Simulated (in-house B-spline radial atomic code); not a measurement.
Successive ionisation energies of zinc; each step leads to the configuration of the next row (after the last: bare). NIST's values go from ground level to ground level; the uncertainty of those that are theory runs from under 0.1 % in few-electron ions to several per cent in heavy many-electron ones. Computed with an all-electron radial atomic-structure program (B-spline basis): non-relativistic Hartree-Fock, average of the configuration, point nuclei.

```
  ion  configuration  ionisation energy (eV)  tabulated value (eV)  computed minus tabulated (eV)  highest orbital  largest mean radius (bohr)
Zn18+       [Ne] 3s2                   686.4                 697.5                            -11               3s                     0.57207
Zn19+       [Ne] 3s1                       ?                     ?                              ?                ?                           ?
Zn20+   [He] 2s2 2p6                  1844.9                1846.8                             -2               2p                     0.22472
Zn21+   [He] 2s2 2p5                       ?                     ?                              ?                ?                           ?
Zn22+   [He] 2s2 2p4                  2083.6                  2085                             -1               2p                     0.21988
Zn23+   [He] 2s2 2p3                  2207.2                  2214                             -7               2p                     0.21753
Zn24+   [He] 2s2 2p2                  2333.6                  2358                            -24               2p                     0.21523
Zn25+   [He] 2s2 2p1                  2462.8                2491.5                            -29               2p                     0.21296
Zn26+       [He] 2s2                       ?                     ?                              ?                ?                           ?
Zn27+       [He] 2s1                  2743.2              2781.996                            -39               2s                      0.2087
Zn28+            1s2                 11737.9              11864.94                           -127               1s                    0.050634
Zn29+            1s1                 12245.1              12388.94                           -144               1s                        0.05
```

**Question.** Fill in the row of Zn19+.

**Answer.** ionisation energy (eV): 729.2; tabulated value (eV): 737.366; computed minus tabulated (eV): -8; highest orbital: 3s; largest mean radius (bohr): 0.56506.

**Question.** Fill in the row of Zn21+.

**Answer.** ionisation energy (eV): 1962.8; tabulated value (eV): 1961; computed minus tabulated (eV): 2; highest orbital: 2p; largest mean radius (bohr): 0.22228.

**Question.** Fill in the row of Zn26+.

**Answer.** ionisation energy (eV): 2626.1; tabulated value (eV): 2669.9; computed minus tabulated (eV): -44; highest orbital: 2s; largest mean radius (bohr): 0.21074.

**Question.** Where is the largest jump?

**Answer.** From Zn27+ to Zn28+, by a factor of 4.28 (2743.2 to 11738 eV); the highest orbital goes from 2s to 1s.

**Question.** How far is this level of theory from the measured and semi-empirical values?

**Answer.** Over those 9 rows the differences run from -43.8 to +1.8 eV (mean absolute value 14 eV). The calculation leaves out relativity, correlation and, in open shells, the multiplet splittings that an average leaves out.
